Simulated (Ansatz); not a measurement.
Consider the silylene formation by 1,1-elimination: `C[SiH](F)[SiH](F)F` → `F[Si]F` + `C[SiH2]F`.

Program: Ansatz. Geometries: PBE0-D4/def2-TZVP. ΔE: electronic, gas phase. CCSD(T)/CBS is the MP2 limit (def2-TZVPP, def2-QZVPP) plus CCSD(T) − MP2 in def2-TZVPP, frozen cores. This one scheme is used for every species. Functionals use def2-TZVPP. B3LYP here is the variant with VWN-RPA as its local correlation; programs differ in this. Each species was taken in one conformer, which may not be the lowest.

```csv
level,ΔE (kJ/mol)
PBE-D4,122.1
B3LYP-D4,113.1
B3LYP,98.3
SCS-MP2/def2-QZVPP,116.0
```

(1) What does CCSD(T)/CBS give? (Best estimate.)

Largest T1 diagnostic among the species: 0.015.

Results:

(1) Computed: +117.5 kJ/mol. The listed levels differ from it by 4.6, -4.4, -19.2, -1.5 kJ/mol.

From PBE to PBE0 (25 % exact exchange), in def2-TZVPP and without D4, ΔE moves by +12.6 kJ/mol. The D4 term adds +14.7 kJ/mol with B3LYP and +8.2 kJ/mol with PBE0; it sums over pairs of atoms, weighted by their polarisabilities, and B3LYP, whose exchange is more repulsive, gets the larger term.

CCSD(T)/CBS has its own doubt, a few kJ/mol and more with outer-core shells, so smaller differences from it don't rank the levels.
